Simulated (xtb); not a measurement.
CH6O3Si2, SMILES O=CO[SiH2]O[SiH3]. All values are semi-empirical tight-binding results from xtb (GFN2-xTB unless named), good for trends rather than for accurate numbers. Coordinates come from a GFN2-xTB optimisation. The structure was generated by enumeration, and PubChem lists no compound with its InChIKey, so it may never have been made. The values are those of a single conformer.

Optimised geometry:

```xyz
12

O     -3.1678     0.2774    -0.3028
C     -2.4726    -0.4710     0.3158
O     -1.1659    -0.4527     0.3473
Si    -0.2346     0.6515    -0.4906
O      1.2618     0.2305    -0.1100
Si     2.6708    -0.4355     0.3578
H     -2.8699    -1.2855     0.9488
H     -0.4854     1.9789     0.0443
H     -0.4331     0.4470    -1.9155
H      3.2086     0.4662     1.3734
H      3.4889    -0.4780    -0.8519
H      2.3954    -1.7684     0.8885
```
Charge 0, spin multiplicity 1.

The geometry has at least one imaginary mode, so it is a saddle point at that level.

```json
{
  "orbital_gap": "4.60 eV",
  "dipole_moment": "2.57 D",
  "static polarisability (D4 model)": "83.2 bohr³",
  "solvation energy, GFN2-xTB/ALPB(water)": "0.6 kcal/mol",
  "solvation energy, GFN2-xTB/ALPB(methanol)": "-3.3 kcal/mol"
}
```

Question: Give the atomic charges and the Wiberg bond orders between heavy atoms. (An estimate is asked for; the answer gives what the named calculation found.)

Answer: charges (e) O1 -0.38, C2 0.34, O3 -0.34, Si4 0.60, O5 -0.44, Si6 0.52, H7 0.02, H8 -0.05, H9 -0.05, H10 -0.08, H11 -0.08, H12 -0.08. Bond orders O1–C2 1.81, C2–O3 1.20, O3–Si4 0.90, Si4–O5 1.17, O5–Si6 1.03.
